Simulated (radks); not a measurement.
The numbers below are computed, except where a source is named.
Q: Ionisation of the nitrogen ion N4+, [He] 2s1, to N5+, [He], under several functionals. Non-relativistic Kohn-Sham, spin-polarised, spherical densities, point nucleus; open shells are filled with parallel spins first; a radial shooting solver on a logarithmic mesh with Libxc functionals. The NIST Atomic Spectra Database gives 97.890 eV (measured). Rank these functionals by the error of their Delta-SCF ionisation energy: MS2 meta-GGA; exchange-only LDA; revPBE; r2SCAN; PBE; BP86; exchange-only B88.

A: From best to worst: exchange-only B88 97.991 eV (+0.101); BP86 98.036 eV (+0.146); r2SCAN 97.681 eV (-0.209); MS2 meta-GGA 98.309 eV (+0.419); PBE 98.367 eV (+0.477); revPBE 98.387 eV (+0.497); exchange-only LDA 96.732 eV (-1.158).
